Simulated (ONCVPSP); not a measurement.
# Which change was made? (Hf, ONCV)

hafnium, optimised norm-conserving Vanderbilt (ONCV), made with ONCVPSP 4.0.1 (PBE, scalar-relativistic). Core [Kr] 4d10 4f14, reference 5s2 5p6 5d2 6s1 (charge +1). Waves: 5s+6s: rc 1.80 bohr, ncon 4, nbas 9, qcut 6.8 1/bohr, 2 projectors; 5p: rc 1.50 bohr, ncon 5, nbas 9, qcut 5 1/bohr, 1 projector; 5d: rc 2.35 bohr, ncon 3, nbas 8, qcut 5.8 1/bohr, 2 projectors, debl 0.4 Ha. Local part: polynomial inside 1.15 bohr (lpopt 5, dvloc0 0 Ha). Core correction: Teter function fitted to the true core (icmod 2), fcfact 0.5.

Cutoffs, loose and tight: the cutoffs (Ha) at which the residual kinetic energy of the hardest occupied pseudo-wave falls to 1 and 0.1 mHa per electron. They do not see the model core or the augmentation charge, which bear on the density cutoff. Test errors are all-electron minus pseudo excitation energies from the reference, over the configurations 5s2 5p6 5d2 6s2; 5s2 5p6 5d2 6s0; 5s2 5p6 5d1 6s0; 5s2 5p6 5d2 6s0 6p2; variants that change the core or the reference have their own tests.

The base gives: outcome: generated; cutoff, loose: 95 Ha; cutoff, tight: 115 Ha; bound ghosts: d; GHOST(+) flags above zero: s; largest test error (meV): +108.

Q: After one change the result is: outcome: generated; cutoff, loose: 121 Ha; cutoff, tight: 143 Ha; bound ghosts: d; GHOST(+) flags above zero: s; largest test error (meV): +86. Which change was it?
A. p: rc 1.36
B. p: rc 1.92
C. p: rc 1.6

A: A. The others give: p: rc 1.6 → outcome: generated; cutoff, loose: 76 Ha; cutoff, tight: 99 Ha; bound ghosts: d; GHOST(+) flags above zero: s; largest test error (meV): +127 | p: rc 1.92 → outcome: generated; cutoff, loose: 17 Ha; cutoff, tight: 40 Ha; bound ghosts: d; GHOST(+) flags above zero: s; largest test error (meV): +183.
